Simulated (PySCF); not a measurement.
BF₄H₂P.
Bonds: F1–P2, P2–B3, B3–F4, B3–F5, B3–F6. Hydrogens: H7, H8 on P2.

Computed with core-valence-separated Tamm–Dancoff BHandHLYP/aug-pcX-1 (pcseg-1 on H, def2-SVPD on P) in PySCF, non-relativistic, gas phase, PBE0-D3(BJ)/def2-SVP geometry. No shift to experiment was applied.

**Question.** Give energies, oscillator strengths and core holes at the F K edge.

**Answer.** 
```
E (eV)       f  core hole on          main final orbital
684.01  0.0267            F1                 LUMO (80 %)
684.69  0.0083            F6                 LUMO (88 %)
685.39  0.0037         F4/F5    LUMO (2 roots, f summed)
686.17  0.0140         F4/F5  LUMO+2 (2 roots, f summed)
686.52  0.0015            F6               LUMO+1 (64 %)
686.57  0.0159         F4/F5  LUMO+4 (2 roots, f summed)
686.89  0.0034            F6               LUMO+2 (91 %)
686.96  0.0028         F4/F5  LUMO+2 (2 roots, f summed)
687.00  0.0054            F6               LUMO+6 (42 %)
687.17  0.0093            F1               LUMO+2 (79 %)
687.37  0.0035         F4/F5  LUMO+1 (2 roots, f summed)
687.60  0.0064            F1               LUMO+1 (70 %)
687.62  0.0024            F6               LUMO+4 (42 %)
```

The first line with a tenth or more of the strongest one's intensity is at 684.01 eV (f = 0.027), with the hole on F1 (phosphorus-bound fluorine). It is also the strongest listed.

**Question.** What does the B 1s absorption edge look like?

**Answer.** 
| E (eV) | f | core hole on | main final orbital |
| --- | --- | --- | --- |
| 192.31 | 0.0901 | B3 | LUMO+6 (47 %) |
| 193.14 | 0.0126 | B3 | LUMO (81 %) |
| 194.41 | 0.0029 | B3 | LUMO+2 (91 %) |
| 194.74 | 0.0008 | B3 | LUMO+1 (77 %) |
| 195.59 | 0.0001 | B3 | LUMO+4 (71 %) |
| 195.88 | 0.0002 | B3 | LUMO+3 (93 %) |
| 196.28 | 0.0003 | B3 | LUMO+5 (94 %) |

The first line with a tenth or more of the strongest one's intensity is at 192.31 eV (f = 0.090), with the hole on B3 (four-coordinate boron). It is also the strongest listed.

Roots within 0.03 eV whose holes lie on the same, on equivalent or on shared atoms are summed into one line, and the highest roots are left out, as the search may have cut off their partners. Final orbitals are the ground state's empty Kohn–Sham orbitals.

**Question.** What is the summed oscillator strength of the listed F K lines, and their intensity-weighted mean energy?

**Answer.** Σf = 0.103 over 13 lines from 684.01 to 687.62 eV; the weighted mean is 685.88 eV. The strongest line holds 26 % of the sum.

The list ends where the root search ended, not at a threshold.

Shape of the structure used: `[F:1][PH2+:2][B-:3]([F:4])([F:5])[F:6]`: F1–P2–B3–F4 -59°.
